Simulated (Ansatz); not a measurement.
Basis sets compared for ScCl₃. Charge 0, multiplicity 1. Geometry B3LYP-D4/def2-SVP. Ansatz on 2 threads of Intel Xeon 6975P-C on a shared host; times are rough, and most runs start from earlier orbitals.

```
atom    x (Å)    y (Å)    z (Å)
 Sc1   0.0015   0.0056   0.0021
 Cl2  -1.7343   0.9798  -1.0913
 Cl3   2.0134  -0.2140  -1.0281
 Cl4  -0.2806  -0.7714   2.1173
```

Binding counts from free atoms (Sc doublet, Cl doublet) in the same basis, without a counterpoise term.

| level | functions | energy (Eh) | HOMO (eV) | LUMO (eV) | binding per atom (eV) | wall time |
| --- | --- | --- | --- | --- | --- | --- |
| PBE-D4/def2-SVP | 85 | -2140.2460 | -7.62 | -4.03 | 3.92 | 0.75 s |
| PBE-D4/def2-TZVP (with forces) | 156 | -2140.8235 | -7.88 | -4.19 | – | 1.4 s |
| r2SCAN-D4/def2-TZVP | 156 | -2141.4853 | -8.26 | -4.02 | – | 2.7 s |
| PBE0-D4/def2-SVP | 85 | -2140.3898 | -9.08 | -3.22 | 3.77 | 1.1 s |
| PBE0-D4/def2-TZVP | 156 | -2140.9616 | -9.26 | -3.27 | 3.75 | 1.9 s |

Estimate the rows for PBE-D4/def2-TZVPD, r2SCAN-D4/def2-TZVPD, PBE0-D4/def2-TZVPD.


```json
{"level": "PBE-D4/def2-TZVPD", "functions": "186", "energy (Eh)": "-2140.8254", "HOMO (eV)": "-7.92", "LUMO (eV)": "-4.22", "binding per atom (eV)": "–", "wall time": "1.9 s"}
{"level": "r2SCAN-D4/def2-TZVPD", "functions": "186", "energy (Eh)": "-2141.4868", "HOMO (eV)": "-8.27", "LUMO (eV)": "-4.02", "binding per atom (eV)": "–", "wall time": "3.4 s"}
{"level": "PBE0-D4/def2-TZVPD", "functions": "186", "energy (Eh)": "-2140.9633", "HOMO (eV)": "-9.28", "LUMO (eV)": "-3.28", "binding per atom (eV)": "3.75", "wall time": "2.9 s"}
```
